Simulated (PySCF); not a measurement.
J couplings in (H2Ga-mu-OH)3

Geometry (Å), atoms numbered from 1 in this order:
```xyz
15

Ga   -1.124   -1.204   -1.188
H    -1.687   -0.972   -2.636
H    -1.250   -2.419   -0.221
O    -1.666    0.365   -0.166
Ga   -0.917    0.964    1.532
H    -1.354    2.466    1.666
H    -1.050   -0.240    2.512
O     0.958    1.024    1.000
Ga    1.968   -0.439    0.200
H     1.804   -1.645    1.172
H     3.245    0.222   -0.430
O     0.778   -0.797   -1.303
H    -2.039    1.071   -0.705
H     1.259    1.901    0.738
H     1.042   -0.374   -2.127
```

Indirect spin–spin couplings were computed at PBE/pcJ-1 (pcSseg-1 on Ga) (without the spin–dipole term) (PySCF 2.14) on a PBE0-D3(BJ)/def2-SVP structure, for the isolated molecule, without vibrational or relativistic corrections. Couplings are averaged over pairs made equivalent by symmetry, fast rotation or ring inversion, so a value needn't be that of the named pair in this geometry, while other rotamers aren't included; one pair stands for each set, and the list holds those of at least 1.5 Hz over up to four bonds, among pairs with at least one H atom (others weren't computed).

Isotopes: ¹⁷O, ¹H. Couplings to quadrupolar nuclei such as 17O and 33S are rarely resolved in practice.

```json
{"pair": "O4, H13", "bonds": "1", "J (Hz)": "?"}
{"pair": "H2, H3", "bonds": "2", "J (Hz)": "42.6"}
{"pair": "H2, O4", "bonds": "2", "J (Hz)": "-12.3"}
{"pair": "H2, H13", "bonds": "3", "J (Hz)": "?"}
```

Estimate the withheld couplings, with signs.

Answers


- ¹J(O4,H13) = -77.0 Hz (bond length 0.963 Å)
- ³J(H2,H13) = 1.8 Hz (mean over equivalent pairs that range from 0.1 to 3.7 Hz in this conformer)

Relativistic effects of the heavier atoms present are left out.
